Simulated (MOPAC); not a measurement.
Input for MOPAC: PM6 on GeH4O2 (SMILES [OH][GeH2][OH]), a point of a bond scan (R = 1.534 Å).

```
PM6 1SCF PRECISE CHARGE=0 THREADS=1
GeH4O2

Ge     0.33883789 1    -0.06566271 1     0.00759659 1
O     -0.42944079 1     1.43257692 1     0.60497347 1
O     -0.90669806 1    -1.17364928 1    -0.63492907 1
H      1.02668165 1    -0.63793503 1     1.25325895 1
H      1.24372147 1     0.19795820 1    -1.20235759 1
H     -0.88342978 1     1.92366099 1    -0.08771759 1
H     -1.54067496 1    -1.45389864 1     0.03337031 1
```

Output:

```
*******************************************************************************
 **                                                                           **
 **                              MOPAC v23.2.5                                **
 **                                                                           **
 *******************************************************************************
 ** MOPAC's Digital Object Identifier: https://doi.org/10.5281/zenodo.6511958 **
 **                                                                           **
 ** Please cite the open-source release paper for use of this MOPAC version:  **
 ** J. E. Moussa and J. J. P. Stewart (2026)                                  **
 ** MOPAC: An open-source semiempirical molecular orbital program             **
 ** J. Open Source Softw., 11(119), 8025, https://doi.org/10.21105/joss.08025 **
 *******************************************************************************

                              PM6 CALCULATION RESULTS

 *******************************************************************************
 *  PM6        - The PM6 Hamiltonian to be used
 *
 *
 *
 *                 CHARGE ON SYSTEM = 0
 *
 *
 *
 *  PRECISE    - TIGHTER CRITERIA TO BE USED
 *  1SCF       - DO 1 SCF AND THEN STOP
 *  THREADS=1  - MULTI-THREADING NOT USED
 *  T=         - A TIME OF 172800.0 SECONDS REQUESTED
 *  DUMP=N     - RESTART FILE WRITTEN EVERY 7200.0 SECONDS REQUESTED
 *******************************************************************************
PM6 1SCF PRECISE CHARGE=0 THREADS=1
 GeH4O2

   ATOM   CHEMICAL          X               Y               Z
  NUMBER   SYMBOL      (ANGSTROMS)     (ANGSTROMS)     (ANGSTROMS)

     1      Ge          0.33883789  *  -0.06566271  *   0.00759659  *
     2       O         -0.42944079  *   1.43257692  *   0.60497347  *
     3       O         -0.90669806  *  -1.17364928  *  -0.63492907  *
     4       H          1.02668165  *  -0.63793503  *   1.25325895  *
     5       H          1.24372147  *   0.19795820  *  -1.20235759  *
     6       H         -0.88342978  *   1.92366099  *  -0.08771759  *
     7       H         -1.54067496  *  -1.45389864  *   0.03337031  *



          CARTESIAN COORDINATES

    NO.       ATOM           X           Y           Z

     1        Ge          0.3388     -0.0657      0.0076
     2         O         -0.4294      1.4326      0.6050
     3         O         -0.9067     -1.1736     -0.6349
     4         H          1.0267     -0.6379      1.2533
     5         H          1.2437      0.1980     -1.2024
     6         H         -0.8834      1.9237     -0.0877
     7         H         -1.5407     -1.4539      0.0334

 General Reference for PM6:
 "Optimization of Parameters for Semiempirical Methods V: Modification of NDDO Approximations
 and Application to 70 Elements", J. J. P. Stewart, J. Mol. Mod., 13, 1173-1213 (2007)
 URL: https://link.springer.com/article/10.1007/s00894-007-0233-4

           Empirical Formula: H4 O2 Ge  =     7 atoms



      MOLECULAR POINT GROUP   :   C2


      RHF CALCULATION, NO. OF DOUBLY OCCUPIED LEVELS = 10


 -------------------------------------------------------------------------------
 PM6 1SCF PRECISE CHARGE=0 THREADS=1
 GeH4O2



     1SCF WAS SPECIFIED, SO BFGS WAS NOT USED
     SCF FIELD WAS ACHIEVED


                              PM6 CALCULATION
                                                       MOPAC v23.2.5 Linux




          FINAL HEAT OF FORMATION =        -93.37538 KCAL/MOL =    -390.68258 KJ/MOL


          COSMO AREA              =         96.04 SQUARE ANGSTROMS
          COSMO VOLUME            =         81.78 CUBIC ANGSTROMS

          IONIZATION POTENTIAL    =         10.962142 EV
          HOMO LUMO ENERGIES (EV) =        -10.962  0.767
          NO. OF FILLED LEVELS    =         10
          MOLECULAR WEIGHT        =        108.6204         POINT GROUP:  C2

          MOLECULAR DIMENSIONS (Angstroms)

            Atom       Atom       Distance
            H     7    H     5     3.46533
            H     6    H     4     3.46143
            O     2    O     3     2.42536


          SCF CALCULATIONS        =          1





   ATOM   CHEMICAL          X               Y               Z
  NUMBER   SYMBOL      (ANGSTROMS)     (ANGSTROMS)     (ANGSTROMS)

     1      Ge          0.33883789  *  -0.06566271  *   0.00759659  *
     2       O         -0.42944079  *   1.43257692  *   0.60497347  *
     3       O         -0.90669806  *  -1.17364928  *  -0.63492907  *
     4       H          1.02668165  *  -0.63793503  *   1.25325895  *
     5       H          1.24372147  *   0.19795820  *  -1.20235759  *
     6       H         -0.88342978  *   1.92366099  *  -0.08771759  *
     7       H         -1.54067496  *  -1.45389864  *   0.03337031  *

                             CARTESIAN COORDINATES

   1   Ge        0.338837890    -0.065662710     0.007596590
   2    O       -0.429440790     1.432576920     0.604973470
   3    O       -0.906698060    -1.173649280    -0.634929070
   4    H        1.026681650    -0.637935030     1.253258950
   5    H        1.243721470     0.197958200    -1.202357590
   6    H       -0.883429780     1.923660990    -0.087717590
   7    H       -1.540674960    -1.453898640     0.033370310


           Empirical Formula: H4 O2 Ge  =     7 atoms



      MOLECULAR POINT GROUP   :   C2


                  EIGENVALUES
 -28.32160 -28.22749 -19.85424 -17.68079 -15.38168 -13.55105 -13.28422 -11.72563
 -11.37306 -10.96214   0.76674   0.99802   2.41607   2.66093   5.60340   5.62566


              NET ATOMIC CHARGES AND DIPOLE CONTRIBUTIONS

  ATOM NO.   TYPE          CHARGE      No. of ELECS.   s-Pop       p-Pop
    1         Ge           0.800592        3.1994     1.14659     2.05281
    2          O          -0.740011        6.7400     1.76156     4.97845
    3          O          -0.740011        6.7400     1.76156     4.97845
    4          H           0.011519        0.9885     0.98848
    5          H           0.011519        0.9885     0.98848
    6          H           0.328196        0.6718     0.67180
    7          H           0.328196        0.6718     0.67180
 DIPOLE           X         Y         Z       TOTAL
 POINT-CHG.     2.356    -0.457     0.053     2.401
 HYBRID        -0.990     0.192    -0.022     1.008
 SUM            1.367    -0.265     0.031     1.392


          ATOMIC ORBITAL ELECTRON POPULATIONS

     Atom    s        px        py        pz
    1 Ge   1.14659   0.64464   0.56011   0.84806
    2  O   1.76156   1.78703   1.57939   1.61203
    3  O   1.76156   1.59325   1.76082   1.62437
    4  H   0.98848
    5  H   0.98848
    6  H   0.67180
    7  H   0.67180

 **********************
 *                    *
 * JOB ENDED NORMALLY *
 *                    *
 **********************




 == MOPAC DONE ==
```

The run finished.

Cost: about 0.03 core-seconds (a rough figure).
